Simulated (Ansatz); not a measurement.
Born–Oppenheimer molecular dynamics of CH6OSn (9 atoms, charge 0, multiplicity 1). It starts at the highest image of a converged band. Of that band: A structure lower than the first end lies on the path between it and the top, so the climb from that side starts below the end, which may itself be a saddle point or a shallow side well. Neighbouring images differ by up to 2.5 eV, so the band resolves the path poorly. A vibrational analysis at the climbing image gives 2 clearly imaginary modes (1889i, 65i cm⁻¹): a point of higher order, so a lower path passes nearby.

These are results of RHF/def2-SVP (Ansatz 0.2.0), not measurements.

```json
{
 "ensemble": "NVE (velocity Verlet)",
 "time step": "0.5 fs",
 "steps asked": "200",
 "starting velocities drawn for": "100 K",
 "seed": "7649"
}
```

First frame:

```xyz
9
Properties=species:S:1:pos:R:3
Sn 0.203 -0.005 -0.380
O 0.876 0.195 1.671
H 0.773 -0.495 2.315
H 1.726 -0.071 0.533
C -0.997 1.755 -0.770
H -2.049 1.505 -0.899
H -0.886 2.419 0.089
H -0.639 2.277 -1.658
H -0.872 -1.355 -0.406
```

Problem. What does the run give?

Solution. The run went to its last step.

| Quantity | Value |
| --- | --- |
| steps done | 200 |
| time covered | 100 fs |
| mean temperature over the second half | 1789 K |
| spread of the potential energy over the second half | 45.2 meV per atom |
| mean potential energy of the second half above the start | -170.5 meV per atom |

The conserved energy stayed within 3.9 meV per atom of its start (net change -3.8 meV per atom), so there is no drift, though single steps change it by up to 45 meV in the whole system, a sign of fast motions only just resolved. The kinetic energy rose, since the run started high on the potential surface and went downhill. It ends in pieces (CH4Sn + H2O), so much of that is their flight and rotation, not heat. A run of 0.1 ps of so small a system gives no equilibrium averages. The orbitals stay closed-shell, which can raise the energy where a bond breaks towards radicals; this wasn't checked here.

Problem. What happens to the structure?

Solution. Between its relaxed ends the band would form O2–H4 and break Sn1–H4. These pairs go: O2–H4 1.45 → 0.87 Å, Sn1–H4 1.78 → 4.92 Å. In the last frame they stand as after the step (other bonds may differ from the relaxed reactants and products). Also parted: Sn1–O2 2.17 → 4.61 Å. It ends as CH4Sn + H2O. Pairs count as bonded within 1.25 times the sum of covalent radii (0.12 Å more for H–H). This is one draw of velocities; another would differ in detail.

Problem. How do temperature and energy run in time?

Solution. 
| time (fs) | T (K) | potential energy less start (eV) | conserved less start (meV/atom) |
| --- | --- | --- | --- |
| 0.0 | 100 | 0.000 | 0.00 |
| 5.0 | 114 | -0.012 | 0.06 |
| 10.0 | 1458 | -1.237 | -0.92 |
| 15.0 | 1390 | -1.167 | 0.04 |
| 20.0 | 2449 | -2.156 | -3.38 |
| 25.0 | 1530 | -1.290 | 0.49 |
| 30.0 | 1899 | -1.606 | 2.37 |
| 35.0 | 1361 | -1.136 | 0.52 |
| 40.0 | 2361 | -2.077 | -3.48 |
| 45.0 | 1916 | -1.651 | -0.93 |
| 50.0 | 1628 | -1.384 | -0.15 |
| 55.0 | 1941 | -1.694 | -3.18 |
| 60.0 | 1262 | -1.045 | 0.65 |
| 65.0 | 1820 | -1.561 | -0.47 |
| 70.0 | 1705 | -1.450 | 0.23 |
| 75.0 | 2429 | -2.127 | -2.27 |
| 80.0 | 2334 | -2.045 | -2.61 |
| 85.0 | 1391 | -1.164 | 0.41 |
| 90.0 | 1368 | -1.133 | 1.62 |
| 95.0 | 1345 | -1.122 | 0.54 |
| 100.0 | 2206 | -1.940 | -3.84 |

The run took 5.8 min on 1 thread of Arm Neoverse V1, with other jobs on the host, peak memory 0.15 GiB.
